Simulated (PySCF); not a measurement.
Dimethyl selenide, C2H6Se, SMILES C[Se]C, CAM-B3LYP/def2-SVP optimised geometry.

```
9

C      1.44    -0.66     0.00
Se    -0.51    -0.66     0.00
C     -0.75     1.26     0.00
H      1.83    -0.17     0.90
H      1.76    -1.71     0.00
H      1.83    -0.17    -0.90
H     -0.30     1.71     0.90
H     -1.83     1.46     0.00
H     -0.31     1.71    -0.90
```

Density from CAM-B3LYP/def2-TZVP (PySCF 2.14.0) at that geometry.

Minimum of the electron density along straight lines between bonded atoms, close to the bond critical point (lines longer than 1.1 times the sum of covalent radii, or with two minima, are not listed):

```json
[
 {"bond": "C1–Se2", "length / Å": "1.943", "ρ at the minimum / e bohr⁻³": "0.152", "∇²ρ there / e bohr⁻⁵": "-0.17", "position (fraction from the first atom)": "0.49"},
 {"bond": "Se2–C3", "length / Å": "1.943", "ρ at the minimum / e bohr⁻³": "0.152", "∇²ρ there / e bohr⁻⁵": "-0.17", "position (fraction from the first atom)": "0.51"},
 {"bond": "C1–H4", "length / Å": "1.098", "ρ at the minimum / e bohr⁻³": "0.275", "∇²ρ there / e bohr⁻⁵": "-0.94", "position (fraction from the first atom)": "0.65"},
 {"bond": "C1–H5", "length / Å": "1.098", "ρ at the minimum / e bohr⁻³": "0.275", "∇²ρ there / e bohr⁻⁵": "-0.94", "position (fraction from the first atom)": "0.65"},
 {"bond": "C1–H6", "length / Å": "1.098", "ρ at the minimum / e bohr⁻³": "0.275", "∇²ρ there / e bohr⁻⁵": "-0.94", "position (fraction from the first atom)": "0.65"},
 {"bond": "C3–H7", "length / Å": "1.098", "ρ at the minimum / e bohr⁻³": "0.275", "∇²ρ there / e bohr⁻⁵": "-0.94", "position (fraction from the first atom)": "0.65"},
 {"bond": "C3–H8", "length / Å": "1.098", "ρ at the minimum / e bohr⁻³": "0.275", "∇²ρ there / e bohr⁻⁵": "-0.94", "position (fraction from the first atom)": "0.65"},
 {"bond": "C3–H9", "length / Å": "1.098", "ρ at the minimum / e bohr⁻³": "0.275", "∇²ρ there / e bohr⁻⁵": "-0.94", "position (fraction from the first atom)": "0.65"}
]
```
